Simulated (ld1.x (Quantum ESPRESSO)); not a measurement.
## Pseudopotential generation for Sb: TM, LDA (PZ), fully relativistic.

| Item | Value |
| --- | --- |
| Element | Sb |
| Generator | ld1.x (Quantum ESPRESSO) 7.5 |
| Type | norm-conserving Troullier–Martins (Kleinman–Bylander form) |
| Functional | LDA (PZ) |
| Relativity | fully relativistic |
| Frozen core | [Kr] 4d10 |
| Valence charge | 5 |
| Reference configuration | 5s2 5p1 (charge +2) |
| Partial waves | 5p (bound): rc 2.25 bohr; 5s (bound): rc 1.65 bohr |
| Local potential | the s channel |
| Core correction | Bessel-smoothed model core inside 1.10 bohr |

Open shells are filled in proportion to 2j + 1 (rel_dist='average').

Poles of the logarithmic derivatives, all-electron (AE) and pseudo (PS). s: poles at -0.7 (AE) and -0.8, 5.0 (PS) Ry. p1/2: poles at 0.5 (AE) and 0.5 (PS) Ry. p3/2: poles at 0.8 (AE) and 0.7 (PS) Ry. Test radius 2.46 bohr.

* Cutoffs needed: 30 Ry and 70 Ry (the cutoffs (Ry, on a coarse ladder) from which the occupation-weighted sum of valence levels, in a spherical-Bessel basis at the reference potential, stays within 10 and 1 mRy of its value at 400 Ry)
* Ghost test: no extra level below or beside the all-electron valence levels (p1/2, p3/2, s, d, f tested) (spherical-Bessel basis up to 400 Ry, 20 bohr box)
* Largest excitation error: -229 meV (all-electron minus pseudo) for 5s1 5p0, out of 7 test configurations
